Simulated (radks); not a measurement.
Values are calculated unless marked as measured or tabulated.
Polarisability of the oxygen ion O4+, [He] 2s2, at imaginary frequency. Code: a radial shooting solver on a logarithmic mesh with Libxc functionals. Model: scalar-relativistic Kohn-Sham, LDA (Slater exchange, Perdew-Wang correlation), spin-unpolarised, spherical densities, finite nucleus; Fermi nuclear charge, rms radius 2.6991 fm. Response by self-consistent Sternheimer equations with the Hartree and adiabatic LDA kernel, the relativistic mass of each level held fixed and spin-orbit coupling left out.

w (hartree)  alpha1(iw) (bohr^3)  alpha2(iw) (bohr^5)
0.00266                    1.191               0.5162
0.0143                     1.190               0.5162
0.0360                     1.188               0.5161
0.0697                     1.179               0.5159
0.118                      1.158               0.5153
0.186                      1.112               0.5138
0.280                      1.027               0.5109
0.413                     0.8878               0.5047
0.605                     0.6969               0.4921
0.892                     0.4863               0.4667
1.35                      0.3026               0.4160
2.12                      0.1700               0.3239
3.59                     0.08364               0.1920
6.94                     0.03184              0.07142
17.5                    0.007537              0.01294

Static values: alpha1 = 1.191 bohr^3 (0.1764 angstrom^3; uncoupled 2.233), alpha2 = 0.5162 bohr^5, alpha3 = 0.7416 bohr^7. C6 = 0.8060, C8 = 2.867, triple-dipole C9 = 0.6892 atomic units. One-pole (London) frequency 4 C6 / (3 alpha1^2) = 0.758 hartree, against 3.758 for minus the highest occupied eigenvalue.
